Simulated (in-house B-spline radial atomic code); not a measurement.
B3LYP (VWN-RPA) excitations of Os IX (Os8+)

Method: B3LYP (VWN-RPA). Computed with a B-spline radial code for spherical atoms: linear response of the closed shell [Xe] 4f14 with the functional's adiabatic kernel; scalar-relativistic (spin-free one-electron X2C), finite nucleus, no spin-orbit coupling, no double excitations, S, P, D and F terms only; shells from n = 3 respond. Only terms of natural parity with L up to 3 were computed.

Spin-orbit coupling is strong here, so these LS terms don't match observed levels.

Command:
```bash
python run_td.py task.json out
```
Settings (radii: box in bohr, nucleus in fm):
```
Z                        76
electrons                68
configuration            [Xe] 4f14
hamiltonian              x2c
method                   b3lyp
box_radius               11.59
rms_radius               5.4126
intervals                68
```

Cost of the run: 5.4 s on 1 thread of Intel(R) Xeon(R) Platinum 8375C CPU @ 2.90GHz (Ice Lake), with other jobs on the host.

The lowest states, in the order of their Tamm-Dancoff energies; the method's threshold (minus the highest occupied level) is 164.65 eV. Labels give the largest channel, * marks a mixed state, and oscillator strengths are full-response dipole values. Semilocal kernels can invert the small singlet-triplet splittings of Rydberg terms. Energies in eV:

```json
{"state": "5p → 5d 3P", "full response": "?", "Tamm-Dancoff": "?", "oscillator strength": "-"}
{"state": "5p → 5d 3F", "full response": "51.57", "Tamm-Dancoff": "51.67", "oscillator strength": "-"}
{"state": "5p → 5d 1F", "full response": "?", "Tamm-Dancoff": "?", "oscillator strength": "-"}
{"state": "4f → 5d 3P", "full response": "60.82", "Tamm-Dancoff": "60.85", "oscillator strength": "-"}
```

Q: Where does 5p → 5d 3P lie?

A: At 50.91 eV in full response, 50.99 eV in Tamm-Dancoff.

Q: Where does 5p → 5d 1F lie?

A: At 54.50 eV in full response, 54.53 eV in Tamm-Dancoff.

Q: How large is the singlet-triplet splitting of 5p → 5d (F terms) in Tamm-Dancoff?

A: 2.86 eV, from the unrounded values.

Q: What polarisabilities and dispersion coefficient does the method give?

A: Dipole 1.418 bohr³, quadrupole 1.482 bohr⁵, C6 4.506 hartree·bohr⁶ for two such species.
